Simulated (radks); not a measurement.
Results of a calculation; reference values are marked as such.
Spherical quantum dot in the effective-mass picture: electrons in a parabolic well V = omega^2 r^2 / 2 with omega = 1.58, all in effective atomic units (hartree* = m*/eps^2 hartree, bohr* = eps/m* bohr), one dielectric constant everywhere. Level of theory: non-relativistic Kohn-Sham, PBEsol, spin-polarised, spherical densities (a radial shooting solver with Libxc functionals). Levels are named by radial order and angular momentum (1s, 1p, 1d, 2s, ...), and open shells are averaged over m. Results are scaled to m* = 0.306 and eps = 9.4, for which hartree* = 94.24 meV and bohr* = 1.626 nm.

N = 9, configuration 1s2 1p6 1d(up 1, down 0). This is the lowest configuration that the search found. Occupied and some empty levels:

level,occupation,eigenvalue (meV),<r> (nm)
1s up,1,775.20,1.810
1s down,1,777.33,1.798
1p up,3,873.10,2.296
1p down,3,876.45,2.289
1d up,1,980.89,2.657
1d down,0,984.87,2.655
2s up,0,998.69,2.380
2s down,0,1001.4,2.386
1f up,0,1096.5,2.959
1f down,0,1100.6,2.961
2p up,0,1120.0,2.730
2p down,0,1122.5,2.735

Energy (meV): total 5420.35, kinetic 1170.2, external 2205.9, Hartree 2500.8, exchange-correlation -456.65.

Electron density:

r (nm),n(r) (e/nm^3)
0.0939,0.08023
0.330,0.08457
0.566,0.09257
0.801,0.1020
1.04,0.1100
1.27,0.1142
1.51,0.1128
1.74,0.1053
1.98,0.09252
2.22,0.07606
2.45,0.05845
2.69,0.04181
2.92,0.02775
3.16,0.01707
3.40,0.009720
3.63,0.005134
3.87,0.002517
4.10,0.001147
4.34,0.0004853
4.57,0.0001902
